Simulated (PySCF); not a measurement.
# How methods differ on the interval between two levels of Cu

Cu [Ar] 3d10 4s1 [2S1/2, M_J = 1/2] → Cu [Ar] 3d9 4s1 4p1 [4F9/2, M_J = 9/2], as a difference of total energies. Computed with PySCF 2.14 in x2c-TZVPall-2c with one added diffuse shell each of s, p, d type (7s8p5d1f, 63 functions), with the two-component X2C-1e Hamiltonian. Correlated levels: [Ne] frozen; the 6 highest virtual spinors dropped. "Screened" scales the spin-orbit matrix elements by Boettger's factors to mimic the two-electron term; Breit and QED terms are absent.

| method | interval between two levels (cm⁻¹) |
| --- | --- |
| GHF (spin-free) | 18608 |
| GMP2 (spin-free) | 48090 |
| GHF (screened spin-orbit) | 17905 |
| GMP2 (screened spin-orbit) | 47399 |

The labels give the starting determinants; with spin-orbit coupling the two ends relaxed to ⟨J²⟩ = 0.75, ⟨L²⟩ = 0.00, ⟨S²⟩ = 0.75 and ⟨J²⟩ = 24.77, ⟨L²⟩ = 12.02, ⟨S²⟩ = 3.75.
